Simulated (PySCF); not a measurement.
PySCF input for anisole (C₇H₈O), SMILES COc1ccccc1, C-PCM-B3LYP/def2-SVP. Coordinates come from a r2SCAN-D4/def2-SVP optimisation. The values are those of a single conformer.

```python
import numpy as np
from pyscf import gto, scf, dft
from pyscf.solvent import pcm

mol = gto.M(
    atom='''
    C     0.32238373   -2.75745218   -0.00000000
    O    -0.67121510   -1.75825476    0.00000000
    C    -0.27634644   -0.46032135   -0.00000000
    C    -1.30758283    0.49561744    0.00000000
    C    -0.99975983    1.85303832   -0.00000000
    C     0.33468679    2.28217004   -0.00000000
    C     1.35437587    1.33007146   -0.00000000
    C     1.06321831   -0.04001486    0.00000001
    H    -0.20480399   -3.72025894    0.00000000
    H     0.96307287   -2.69716763   -0.89858179
    H     0.96307286   -2.69716763    0.89858179
    H    -2.34125332    0.14021495    0.00000000
    H    -1.81134360    2.58697458    0.00000000
    H     0.57332663    3.34896414   -0.00000000
    H     2.40115095    1.64916102   -0.00000000
    H     1.88064477   -0.76333569    0.00000000
    ''',
    basis='def2-SVP',
    charge=0,
    spin=0,
    max_memory=1600,
    verbose=3,
)
mf = dft.RKS(mol, xc='b3lyp').density_fit(auxbasis='def2-universal-jkfit')
mf.grids.level = 3
mf.conv_tol = 1e-9
mf.max_cycle = 100
mf.kernel()
res = {}
for name, eps in {'water': 78.355, 'ethylethanoate': 5.9867, 'diethylether': 4.24}.items():
    s = mf.PCM()
    s.with_solvent.method, s.with_solvent.eps, s.with_solvent.lebedev_order = 'C-PCM', eps, 17
    s.kernel(mf.make_rdm1())
    res[name] = (s.e_tot, eps, s.dip_moment(), s.mo_energy, s.converged)
    print(f'{name}: electrostatic solvation free energy {(s.e_tot - mf.e_tot) * 627.509474:.3f} kcal/mol')
```

Output:

```
converged SCF energy = -346.522449936779

WARN: PCM is an experimental feature. It is still in testing.
Features and APIs may be changed in the future.

converged SCF energy = -346.52836074492
Dipole moment(X, Y, Z, Debye):  1.45836, -1.05316, -0.00000
water: electrostatic solvation free energy -3.709 kcal/mol

WARN: PCM is an experimental feature. It is still in testing.
Features and APIs may be changed in the future.

converged SCF energy = -346.527328296342
Dipole moment(X, Y, Z, Debye):  1.37086, -1.02050, -0.00000
ethylethanoate: electrostatic solvation free energy -3.061 kcal/mol

WARN: PCM is an experimental feature. It is still in testing.
Features and APIs may be changed in the future.

converged SCF energy = -346.52688265602
Dipole moment(X, Y, Z, Debye):  1.33511, -1.00658, -0.00000
diethylether: electrostatic solvation free energy -2.782 kcal/mol
```

The run converged.
